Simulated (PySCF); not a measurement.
Compound: C5H6NO2S (charge -1).
SMILES: `C/N=C\C(=C/[S-])C(=O)O`

Computed, not measured: PySCF 2.14.0, density-fitted response routines, TDDFT wB97X-D/def2-SVPD, vertical, gas phase, core orbitals frozen in the response. Geometry: GFN2-xTB, one conformer, isolated ion. Torsions of this conformer, `[CH3:1]/[N:2]=[CH:3]\[C:4](=[CH:5]/[S-:6])[C:7](=[O:8])[OH:9]`: N2–C3–C4–C5 -146°, C3–C4–C7–O8 -165°, H–O9–C7–C4 178°.

Lowest singlets, with some entries withheld (?).

```csv
state,E (eV),f,"main configurations (H = HOMO, L = LUMO)"
S1,3.06,?,"H-1→L (62%), H→L (35%)"
S2,4.04,?,"H→L (60%), H-1→L (34%)"
S3,4.80,?,"H-2→L (45%), H-2→L+2 (27%), H→L+2 (10%)"
S4,5.00,?,"H→L+2 (67%), H-1→L+2 (11%)"
S5,5.23,?,"H-1→L+3 (38%), H→L+3 (20%), H-1→L+5 (13%)"
S6,5.27,?,"H→L+1 (61%), H→L+5 (10%)"
S7,5.40,?,"H-1→L+2 (39%), H-1→L+5 (18%), H-1→L+1 (14%)"
S8,5.50,?,"H-1→L+2 (31%), H-1→L+5 (15%), H-1→L+1 (14%)"
```

Task: Fill in the withheld entries.

Result: 
- S1: f = 0.0024
- S2: f = 0.441
- S3: f = 0.0076
- S4: f = 0.123
- S5: f = 0.069
- S6: f = 0.018
- S7: f = 0.057
- S8: f = 0.016

Task: Which level carries the most intensity, and what share of the listed sum of f?

Result: S2, with f = 0.441 of 0.733, 60%.

Task: Where do the lowest triplets lie (Tamm–Dancoff)?

Result: T1 2.63 eV, H→L (95%); T2 2.85 eV, H-1→L (94%); T3 4.09 eV, H→L+2 (56%). E(S1) − E(T1) = +0.43 eV.

Task: How far apart are S2 and S3, in eV and cm⁻¹?

Result: 4.798 − 4.044 = 0.754 eV, or about 6080 cm⁻¹.

No detachment energy is given for this anion; states above it aren't bound, and a finite basis only mimics them.
